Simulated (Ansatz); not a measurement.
Wavefunction ladder for C₂H₆AlCl

| atom | x (Å) | y (Å) | z (Å) |
| --- | --- | --- | --- |
| Al1 | 0.065 | 1.310 | -0.426 |
| C2 | -0.642 | -1.045 | -0.005 |
| C3 | 0.620 | -0.965 | 0.435 |
| Cl4 | -0.624 | 2.152 | 1.407 |
| H5 | 1.622 | 1.399 | -0.701 |
| H6 | -0.987 | 1.234 | -1.607 |
| H7 | -0.880 | -1.454 | -0.980 |
| H8 | -1.478 | -0.736 | 0.616 |
| H9 | 1.454 | -1.307 | -0.167 |
| H10 | 0.849 | -0.589 | 1.427 |

Total charge 0; spin multiplicity 1. The bonds changed during the relaxation, so this is another structure than the one it started from. The geometry is a stationary point of PBE0-D4/def2-TZVP. It is one conformer, not always the lowest. Frozen core, restricted reference, Ansatz 0.2.0. CBS rows extrapolate triple and quadruple zeta; past MP2 they add the triple-zeta difference.

```
     basis     HF (Eh)  MP2 corr.  CCSD corr.       (T)  CCSD(T) total
  def2-SVP           ?   -0.48087    -0.53543  -0.01476              ?
def2-TZVPP  -780.73741   -0.61593    -0.66954         ?              ?
def2-QZVPP  -780.76114   -0.66401           –         –              –
 CBS(def2)  -780.76441          ?           ?     as TZ              ?
```

(1) Fill in the withheld values. (Best estimate.)

Results:

(1) The calculation gave: def2-SVP HF (Eh): -780.40567; def2-SVP CCSD(T) total: -780.95586; def2-TZVPP (T): -0.02685; def2-TZVPP CCSD(T) total: -781.43380; CBS(def2) MP2 corr.: -0.69962; CBS(def2) CCSD corr.: -0.75324; CBS(def2) CCSD(T) total: -781.54450.
